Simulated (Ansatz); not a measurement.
Cost and result for the atomization energy of C₂H₆BrNZn, SMILES `C[N](C)[Zn][Br]` (11 atoms, 10 bonds).

```xyz
11

C    -1.285   -0.070    0.408
N     0.093    0.136    0.051
C     0.615   -0.913   -0.781
Zn    1.061    1.558    0.591
Br    2.259    3.315    1.258
H    -1.662    0.738    1.040
H    -1.427   -1.011    0.962
H    -1.934   -0.119   -0.481
H     0.562   -1.894   -0.282
H     0.055   -1.002   -1.725
H     1.662   -0.737   -1.040
```

Charge 0, multiplicity 1. For Zn the d shell is correlated and the shells below it are frozen. Correlated methods include outer-core shells of Br, which these sets cover unevenly. Scalar relativity is left out up to krypton. All single points use the PBE0-D4/def2-TZVP geometry. It is one conformer, not always the lowest. Program: Ansatz. All runs use 2 threads of an AMD EPYC 7R13 on a shared host and a share of an NVIDIA H100 80 GB. Times are those of one run each, without the atoms' runs, and a repeat can differ threefold. Electronic energies, without spin–orbit coupling; frozen cores. CCSD(T)/CBS adds CCSD(T) − MP2 in def2-TZVPP to the MP2 limit, and its time is that of the two runs behind it. T1 = 0.013. With those shells the extrapolation isn't a true limit. B3LYP takes the VWN-RPA correlation (the form of Gaussian; ORCA's B3LYP/G). HSE06 is the plane-wave form, built on full-range PBE exchange.

CCSD(T)/CBS is a level of theory with its own doubt, some kJ/mol a heavy atom from the limit and from the frozen cores, so smaller differences don't rank the functionals.

```json
{"level": "LDA (SPW92)/def2-TZVPP", "functions": "289", "wall time": "7 s", "atomization (kJ/mol)": "4233.3", "difference from CCSD(T)/CBS": "544.9", "per bond": "54.5"}
{"level": "revPBE-D4/def2-TZVPP", "functions": "289", "wall time": "7 s", "atomization (kJ/mol)": "3657.6", "difference from CCSD(T)/CBS": "-30.8", "per bond": "-3.1"}
{"level": "PBE-D4/def2-TZVPP (with forces)", "functions": "289", "wall time": "7.5 s", "atomization (kJ/mol)": "3754.5", "difference from CCSD(T)/CBS": "66.1", "per bond": "6.6"}
{"level": "BLYP-D4/def2-TZVPP", "functions": "289", "wall time": "9.1 s", "atomization (kJ/mol)": "3649.6", "difference from CCSD(T)/CBS": "-38.8", "per bond": "-3.9"}
{"level": "BHLYP-D4/def2-TZVPP", "functions": "289", "wall time": "9.5 s", "atomization (kJ/mol)": "3575.7", "difference from CCSD(T)/CBS": "-112.7", "per bond": "-11.3"}
{"level": "B2PLYP/def2-TZVPP", "functions": "289", "wall time": "11 s", "atomization (kJ/mol)": "3636.8", "difference from CCSD(T)/CBS": "-51.6", "per bond": "-5.2"}
{"level": "CCSD(T)/def2-SVP", "functions": "135", "wall time": "11 s", "atomization (kJ/mol)": "3488.1", "difference from CCSD(T)/CBS": "-200.3", "per bond": "-20.0"}
{"level": "HSE06-D4/def2-TZVPP", "functions": "289", "wall time": "12 s", "atomization (kJ/mol)": "3704.8", "difference from CCSD(T)/CBS": "16.4", "per bond": "1.6"}
{"level": "CAM-B3LYP-D4/def2-TZVPP", "functions": "289", "wall time": "12 s", "atomization (kJ/mol)": "3695.7", "difference from CCSD(T)/CBS": "7.3", "per bond": "0.7"}
{"level": "B3LYP-D4/def2-TZVPP (with forces)", "functions": "289", "wall time": "14 s", "atomization (kJ/mol)": "3667.0", "difference from CCSD(T)/CBS": "-21.4", "per bond": "-2.1"}
{"level": "MP2/def2-QZVPP", "functions": "540", "wall time": "16 s", "atomization (kJ/mol)": "3710.0", "difference from CCSD(T)/CBS": "21.6", "per bond": "2.2"}
{"level": "CCSD(T)/def2-TZVPP", "functions": "289", "wall time": "27 s", "atomization (kJ/mol)": "3582.6", "difference from CCSD(T)/CBS": "-105.8", "per bond": "-10.6"}
{"level": "CCSD(T)/CBS(def2)", "functions": "–", "wall time": "43 s", "atomization (kJ/mol)": "3688.4", "difference from CCSD(T)/CBS": "0.0", "per bond": "0.0"}
```

In def2-TZVPP, CCSD(T) changes the Hartree–Fock value by +936.6 kJ/mol (the triples alone add +54.5 kJ/mol) and MP2 by +999.9 kJ/mol; breaking electron pairs costs correlation energy, which Hartree–Fock lacks. From BLYP to BHLYP (50 % exact exchange), in def2-TZVPP and without D4, the atomization energy moves by −53.6 kJ/mol: exact exchange takes away binding that semilocal exchange gives to molecules. The D4 term adds +34.8 kJ/mol with B3LYP and +18.4 kJ/mol with PBE0; it sums over pairs of atoms, weighted by their polarisabilities, and B3LYP, whose exchange is more repulsive, gets the larger term.
